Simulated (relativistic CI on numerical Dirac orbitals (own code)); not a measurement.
**L2,3 absorption of manganese in several valence states**

Computed multiplet spectra 2p⁶3dⁿ → 2p⁵3dⁿ⁺¹ (Dirac-Coulomb-Breit ions, Slater integrals scaled by 0.7, an assumed crystal field that grows with the charge, no charge transfer; 300 K; Lorentzian 0.4 eV and Gaussian 0.3 eV FWHM at both edges, so that L2 comes out sharper than in experiment). Peaks over 5 % are given in eV from the highest peak in the L3 region of each spectrum (height, largest 100). S of the lowest state is read from ⟨S²⟩, and the branching ratio is the share of L3, cut at the minimum between the edges.

Field parameters in Wybourne normalisation: Oh B⁴₀ = 21Dq, B⁴₄ = √(5/14) B⁴₀. The field is a parameter set, without covalency.

- Mn2+ (d5, Oh, 10Dq = 17200 cm⁻¹): S = 2.50, high spin, branching ratio 0.76; peaks -2.1 (46), 0.0 (100), 1.1 (25), 8.8 (15), 10.1 (11), 11.0 (19), 12.0 (14)
- Mn3+ (d4, Oh, 10Dq = 22200 cm⁻¹): S = 1.04, low spin, branching ratio 0.65; peaks -2.9 (43), 0.0 (100), 0.5 (95), 1.3 (89), 10.0 (69), 10.4 (69), 12.1 (24), 13.9 (5)
- Mn4+ (d3, Oh, 10Dq = 27250 cm⁻¹): S = 1.50, branching ratio 0.60; peaks -3.7 (45), -1.7 (57), -0.5 (76), 0.0 (78), 0.9 (72), 3.7 (8), 4.5 (7), 5.4 (6), 5.6 (6), 7.0 (21), 7.9 (43), 8.9 (100), 10.0 (33), 11.4 (41)
- Mn5+ (d2, Oh, 10Dq = 32250 cm⁻¹): S = 1.00, branching ratio 0.61; peaks -6.7 (8), -6.2 (10), -4.3 (44), -2.9 (27), -1.9 (28), 0.0 (100), 0.7 (82), 3.5 (25), 4.3 (36), 6.0 (17), 7.7 (37), 8.8 (58), 10.4 (67), 11.3 (52), 12.9 (9)

The centroid of the whole edge, which also moves with the branching ratio, lies at 645.1 (Mn2+), 648.6 (Mn3+), 652.8 (Mn4+), 657.3 (Mn5+) eV in this ionic model, in steps of 3.5 to 4.5 eV. Compounds show about 1 to 2 eV a unit and lower energies for the high valences, since ligands screen the charge. The multiplet shape follows the d count and the spin state, and so serves as a fingerprint of valence.
